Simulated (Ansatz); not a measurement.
Start from `NB(F)Br` and change one atom or group to get `COB(N)Br`.

Ansatz, PBE0-D4/def2-TZVP geometries, multiplicity 1. Each molecule was computed in one conformer, which needn't be the lowest.

Scalar relativity is left out up to krypton.

```
                                      property  `NB(F)Br`
size of the dipole moment (PBE/def2-TZVPP) / D       2.84
           LUMO energy (B3LYP/def2-TZVPP) / eV       0.26
         HOMO–LUMO gap (B3LYP/def2-TZVPP) / eV       8.28
       HOMO–LUMO gap (ωB97M-V/def2-TZVPP) / eV      12.45
            HOMO energy (PBE0/def2-TZVPP) / eV      -8.28
            LUMO energy (PBE0/def2-TZVPP) / eV       0.62
```

(1) What does the change do to each property? (An estimate is asked.)

Answers

(1) The calculation gave: 
| property | `COB(N)Br` | shift |
| --- | --- | --- |
| size of the dipole moment (PBE/def2-TZVPP) / D | 1.51 | -1.33 |
| LUMO energy (B3LYP/def2-TZVPP) / eV | 0.55 | 0.29 |
| HOMO–LUMO gap (B3LYP/def2-TZVPP) / eV | 8.05 | -0.23 |
| HOMO–LUMO gap (ωB97M-V/def2-TZVPP) / eV | 12.26 | -0.19 |
| HOMO energy (PBE0/def2-TZVPP) / eV | -7.76 | 0.52 |
| LUMO energy (PBE0/def2-TZVPP) / eV | 0.89 | 0.27 |

With PBE0 the HOMO rises by 0.52 eV and the LUMO rises by 0.27 eV, so the gap narrows by about 0.25 eV. PBE moves the HOMO by 0.59 eV and ωB97M-V by 0.45 eV. Dipoles are sizes alone; their direction can turn.

B3LYP here is the variant with VWN-RPA as its local correlation; programs differ in this.

Spin–orbit coupling is left out; it splits and shifts lone-pair levels of the heavy atoms by tenths of an eV.
